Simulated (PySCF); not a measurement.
`CC[Si@H]([GeH3])[SiH2]Cl`, C2H11ClGeSi2

Molfile (atoms numbered from 1):
```
C2H11ClGeSi2
     RDKit          3D

 17 16  0  0  0  0  0  0  0  0999 V2000
   -0.9721   -1.6587    0.7575 C   0  0  0  0  0  0  0  0  0  0  0  0
   -0.6625   -1.3769   -0.7072 C   0  0  0  0  0  0  0  0  0  0  0  0
    0.2531    0.2864   -0.9318 Si  0  0  2  0  0  4  0  0  0  0  0  0
    2.2012    0.2975    0.3986 Ge  0  0  0  0  0  4  0  0  0  0  0  0
   -1.0928    2.0773   -0.2982 Si  0  0  0  0  0  4  0  0  0  0  0  0
   -0.0670    2.9694    1.2163 Cl  0  0  0  0  0  0  0  0  0  0  0  0
   -1.4839   -2.6125    0.8733 H   0  0  0  0  0  0  0  0  0  0  0  0
   -0.0517   -1.6980    1.3405 H   0  0  0  0  0  0  0  0  0  0  0  0
   -1.6073   -0.8795    1.1758 H   0  0  0  0  0  0  0  0  0  0  0  0
   -0.0522   -2.1888   -1.1064 H   0  0  0  0  0  0  0  0  0  0  0  0
   -1.5908   -1.3748   -1.2806 H   0  0  0  0  0  0  0  0  0  0  0  0
    0.6400    0.3740   -2.3535 H   0  0  0  0  0  0  0  0  0  0  0  0
    3.0821    1.4886    0.1762 H   0  0  0  0  0  0  0  0  0  0  0  0
    1.9714    0.3049    1.8794 H   0  0  0  0  0  0  0  0  0  0  0  0
    3.1451   -0.8601    0.2144 H   0  0  0  0  0  0  0  0  0  0  0  0
   -1.3049    3.1166   -1.3060 H   0  0  0  0  0  0  0  0  0  0  0  0
   -2.4146    1.7465    0.2408 H   0  0  0  0  0  0  0  0  0  0  0  0
  1  2  1  0
  2  3  1  0
  3  4  1  0
  3  5  1  0
  5  6  1  0
  1  7  1  0
  1  8  1  0
  1  9  1  0
  2 10  1  0
  2 11  1  0
  3 12  1  6
  4 13  1  0
  4 14  1  0
  4 15  1  0
  5 16  1  0
  5 17  1  0
M  END
```

Method: GIAO CAM-B3LYP/pcSseg-1 magnetisability, rotational g tensor and spin-rotation constants, non-relativistic, gas phase (PySCF). Geometry: GFN2-xTB.

The calculation is non-relativistic, which matters for the atoms heavier than Zn.

**Question.** Give the nuclear spin-rotation constants along the inertial axes (H = +C I·J) beside the isotropic shieldings.

**Answer.** Rotational constants 1.1833, 0.9003, 0.6172 GHz. A star marks the isotopologue with that one atom substituted, in its own axes.
```tsv
atom	isotope	Caa (kHz)	Cbb (kHz)	Ccc (kHz)	mean (kHz)	σ (ppm)
Cl6	35Cl	0.046	0.088	0.036	0.057	1035.1
H7	1H	-0.100	-0.017	-0.056	-0.058	30.2
H8	1H	-0.095	-0.027	-0.058	-0.060	30.7
H9	1H	0.008	-0.102	-0.060	-0.051	30.7
H10	1H	0.012	-0.096	-0.070	-0.051	30.9
H11	1H	-0.102	-0.014	-0.068	-0.061	31.0
H12	1H	-0.099	-0.087	0.022	-0.055	27.5
H13	1H	-0.108	-0.003	-0.045	-0.052	28.7
H14	1H	-0.112	-0.078	0.012	-0.060	28.4
H15	1H	0.031	-0.085	-0.062	-0.038	28.7
H16	1H	-0.039	-0.087	0.000	-0.042	26.6
H17	1H	-0.073	-0.025	-0.026	-0.041	26.6
C1	13C*	0.166	0.125	0.079	0.123	172.4
C2	13C*	0.140	0.120	0.076	0.112	179.6
Si3	29Si*	-0.688	-0.487	-0.384	-0.520	393.0
Ge4	73Ge*	-0.266	-0.202	-0.144	-0.204	1693.1
Si5	29Si*	-0.738	-0.506	-0.388	-0.544	371.8
```
For the geometry as given, no vibrational averaging.

**Question.** How do the rotational constants and the g tensor change when H7, H8, H9, H10, H11, H12, H13, H14, H15, H16, H17 are replaced by deuterium?

**Answer.** Constants 1.0179, 0.8196, 0.5608 GHz; g -0.0118, -0.0088, -0.0057, against -0.0136, -0.0096, -0.0062 before.
